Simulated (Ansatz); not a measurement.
The cluster VO₂⁺: single points at one geometry.

```yaml
crystal:
  periodic: [false, false, false]
  atoms:
    - {symbol: V, position_ang: [-1.343698, -0.723088, -0.054701]}
    - {symbol: O, position_ang: [1.220418, 0.656665, 0.049685]}
    - {symbol: O, position_ang: [0.123280, 0.066422, 0.005027]}
basis:
  gaussian: {orbitals: def2-TZVPP, initial_orbitals: start.molden}
total_charge: 1
correlation: {method: ccsd_t}
scf: {omitted_lower_state_checks: [starts]}
output: {orbitals: {seedname: orbitals}}
```

The file start.molden holds the orbitals of an earlier run on this structure, at another level or in another basis.

```sh
$ ansatz run in.yaml --threads 4 --pin off --events-out ev --progress --plain --max-ram 3916MiB
```

It prints (some lines left out):

```
Functional definition: HF
871 factors; integrals over basis functions are off by at most 4.8e-4 eV
mean field evaluation 1: about -29716.1429 eV, gradient 3.0e1 eV
mean field evaluation 2: about -29717.4910 eV, gradient 2.4e0 eV
mean field evaluation 4: about -29717.8586 eV, gradient 2.0e0 eV
mean field evaluation 8: about -29718.3660 eV, gradient 5.9e-1 eV
mean field evaluation 16: about -29718.3786 eV, gradient 2.0e-6 eV
mean field evaluation 32: about -29696.2400 eV, gradient 6.5e1 eV
mean field evaluation 64: about -29712.8500 eV, gradient 2.8e1 eV
mean field evaluation 96: about -29713.2420 eV, gradient 4.3e0 eV
mean field evaluation 128: about -29715.1166 eV, gradient 2.2e-1 eV
mean field evaluation 160: about -29716.0343 eV, gradient 1.3e-1 eV
mean field -29718.37858037 eV, -1092.1302689881 hartree, gradient 6.2e-7 eV, S^2 0.000000; 4 other end points of the search recorded, 0 dependent functions left out; unrestricted orbitals would lower it
mean field evaluation 192: about -29722.1449 eV, gradient 2.5e0 eV
mean field evaluation 224: about -29718.3786 eV, gradient 9.3e-5 eV
mean field evaluation 256: about -29718.3786 eV, gradient 6.5e-4 eV
mean field evaluation 288: about -29718.3786 eV, gradient 1.2e-5 eV
mean field evaluation 320: about -29718.3786 eV, gradient 9.0e-9 eV
mean field evaluation 352: about -29722.1657 eV, gradient 1.6e-1 eV
determinant -29718.37858037 eV, -1092.1302689881 hartree, with singles and doubles -29743.76210632 eV, -1093.0630963613 hartree
determinant -29718.12733467 eV, -1092.1210358791 hartree, with singles and doubles -29743.73899347 eV, -1093.0622469795 hartree
determinant -29716.03573655 eV, -1092.0441710657 hartree, with singles and doubles -29739.97098895 eV, -1092.9237753674 hartree
determinant -29716.03475079 eV, -1092.0441348398 hartree, with singles and doubles -29739.96921847 eV, -1092.9237103037 hartree
determinant -29715.11868270 eV, -1092.0104699585 hartree, with singles and doubles -29738.81125331 eV, -1092.8811558689 hartree
determinant -29718.37858037 eV, -1092.1302689881 hartree, with singles and doubles -29743.92165624 eV, -1093.0689597125 hartree
determinant -29718.12733467 eV, -1092.1210358791 hartree, with singles and doubles -29743.88620828 eV, -1093.0676570241 hartree
mean field evaluation 384: about -29717.8666 eV, gradient 6.0e-4 eV
determinant -29717.86656069 eV, -1092.1114526121 hartree, with singles and doubles -29743.68419669 eV, -1093.0602332352 hartree
determinant -29717.86656069 eV, -1092.1114526121 hartree, with singles and doubles -29743.69789684 eV, -1093.0607367064 hartree
unrestricted determinant -29722.56764104 eV, -1092.2842141283 hartree, S^2 1.9717
7 core orbitals not correlated: weight in the atoms' cores, before any rotation towards them, 1.000 or more for the frozen orbitals, at most 0.000 for the correlated occupied ones
reference -29717.86656069 eV, -1092.1114526121 hartree; 12, 12 occupied and 107, 107 virtual orbitals, 871 factors
second order -27.68751311 eV of doubles, -0.00000000 eV of singles
cycle   1  -25.83132980 eV  change    6.3e-6 eV  update   6.3e-6
perturbative correction -2.44173190 eV, -0.0897319924 hartree
WARN: the results are in doubt because among natural orbitals full CI differs from the method by +0.133 eV
Total energy: -29746.13962240 eV, -1093.1504684656 hartree
In doubt: among natural orbitals full CI differs from the method by +0.133 eV
Checks for a lower state left out: starts
```

It took 64 s on 4 threads of Arm Neoverse V1 on a shared host, peak host memory 0.72 GiB.

As the first input, with `gaussian: {orbitals: def2-TZVP, initial_orbitals: start.molden}`, `hamiltonian: {xc: pbe0, dispersion: d4}` and without the key `correlation` (abridged; 3.2 s):

```
Functional definition: PBE0
mean field evaluation 16: about -29759.7918 eV, gradient 1.2e-4 eV
mean field -29759.79176850 eV, -1093.6521755811 hartree, gradient 8.8e-6 eV, S^2 0.000000
Total energy: -29759.84142059 eV, -1093.6540002616 hartree
Checks for a lower state left out: starts
```

The first input with `gaussian: {orbitals: def2-TZVP, initial_orbitals: start.molden}`, `hamiltonian: {xc: {name: PBE-QIDH}}` and without the key `correlation`, `output` (abridged; 8.5 s):

```
Functional definition: PBE-QIDH
mean field evaluation 16: about -29745.2863 eV, gradient 2.9e-4 eV
mean field -29745.28626699 eV, -1093.1191082326 hartree, gradient 1.4e-10 eV, S^2 0.000000; unrestricted orbitals would lower it
7 core orbitals not correlated: weight in the atoms' cores, before any rotation towards them, 1.000 or more for the frozen orbitals, at most 0.000 for the correlated occupied ones
second order -28.97346896 eV of doubles, -0.00000000 eV of singles
Total energy: -29754.94410023 eV, -1093.4740270579 hartree
Checks for a lower state left out: starts
```

The first input with `gaussian: {orbitals: def2-TZVP, initial_orbitals: start.molden}`, `hamiltonian: {xc: pbe, dispersion: d4}`, `output: {forces: true, orbitals: {seedname: orbitals}}` and without the key `correlation` (abridged; 5.5 s):

```
Functional definition: PBE
mean field evaluation 16: about -29760.8448 eV, gradient 1.7e-8 eV
mean field -29760.84477890 eV, -1093.6908729996 hartree, gradient 1.9e-11 eV, S^2 0.000000
Total energy: -29760.90443317 eV, -1093.6930652534 hartree
Atom 0 force    -0.013119    -0.006912    -0.000526 eV/Å
Atom 1 force    -0.000653    -0.000153    -0.000016 eV/Å
Atom 2 force     0.013772     0.007065     0.000542 eV/Å
Dipole moment:    -1.261937    -0.679122    -0.051378 e Å
Checks for a lower state left out: starts
```

As the first input, with `gaussian: {orbitals: def2-TZVP, initial_orbitals: start.molden}`, `hamiltonian: {xc: r2scan, dispersion: d4}` and without the key `correlation` (abridged; 12 s):

```
Functional definition: r2SCAN
mean field evaluation 16: about -29767.6192 eV, gradient 2.7e-5 eV
mean field evaluation 32: about -29767.6192 eV, gradient 3.0e-5 eV
mean field -29767.61918759 eV, -1093.9398279268 hartree, gradient 2.4e-6 eV, S^2 0.000000
Total energy: -29767.63135137 eV, -1093.9402749375 hartree
Checks for a lower state left out: starts
```

The first input with `gaussian: {orbitals: def2-TZVP, initial_orbitals: start.molden}`, `hamiltonian: {xc: {name: B3LYP}, dispersion: d4}` and without the key `correlation` (abridged; 2.3 s):

```
Functional definition: B3LYP
mean field evaluation 16: about -29770.4629 eV, gradient 6.5e-6 eV
mean field -29770.46286791 eV, -1094.0443312511 hartree, gradient 6.5e-6 eV, S^2 0.000000
Total energy: -29770.56245022 eV, -1094.0479908335 hartree
Checks for a lower state left out: starts
```

Geometry: PBE-D4/def2-TZVP.

B3LYP takes the VWN-RPA correlation. Correlated methods freeze 7 core orbitals; core or outer-core shells of V are correlated, in sets that lack core-valence functions. The structure holds one bond between oxygen atoms, so isomers without such links may lie far lower. At CCSD(T)/def2-TZVPP the program marks the result for the charge 1 singlet as doubtful (large difference). At CCSD(T)/def2-TZVPP T1 of the charge 1 singlet is large (up to 0.063), so the single-reference result is doubtful. The restricted singlet is unstable towards broken spin symmetry at other levels; at CCSD(T)/def2-TZVPP, PBE0-D4/def2-TZVP, PBE-D4/def2-TZVP, r2SCAN-D4/def2-TZVP and others this wasn't settled. At CCSD(T)/def2-TZVPP the stability test found the charge 1 singlet unstable. At PBE-QIDH/def2-TZVP the restricted singlet (for correlated methods, its reference) is unstable: a solution with broken spin symmetry lies lower. At PBE-D4/def2-TZVP an occupied level of the charge 1 singlet lies above an empty one (by up to 0.30 eV), so this SCF solution is probably not the lowest. No other spin state of charge 1 was run. The geometry of the singlet was relaxed on an unsound state (an occupied level 0.30 eV above an empty one). Another isomer (triplet) lies 2.97 eV lower at PBE0-D4/def2-TZVP; other spin states weren't run for this one.
